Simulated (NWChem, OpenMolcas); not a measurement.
# How basis sets differ on InSiNH6 (SMILES N[SiH2][InH2])

InSiNH6: 9 atoms, total charge 0, spin state singlet. SMILES: `N[SiH2][InH2]`. Geometry: relaxed at PBE0-D4/def2-TZVP. This is one conformer, not always the lowest.

Each level gives the HOMO–LUMO gap (eV). The values are calculated.

```
                       level          kind     program  value (eV)  CPU time
        HF/ANO-RCC-MB (DKH2)  Hartree–Fock  OpenMolcas       10.10     7.3 s
                   HF/STO-3G  Hartree–Fock  OpenMolcas       12.46     7.5 s
                    HF/3-21G  Hartree–Fock      NWChem        9.90     7.1 s
HF/def2-SVP (core potential)  Hartree–Fock  OpenMolcas       10.02      18 s
```

All-electron rows without a relativistic Hamiltonian named are non-relativistic, while core potentials hold scalar relativity, so basis and relativity change together. The values span 9.90 to 12.46 eV. A Hartree–Fock LUMO above zero doesn't converge with the basis: it sinks as sets grow more diffuse. Orbital gaps aren't excitation energies. Times are those of the runs behind each value, whatever else they computed, on shared processors of several kinds: orders of magnitude only.
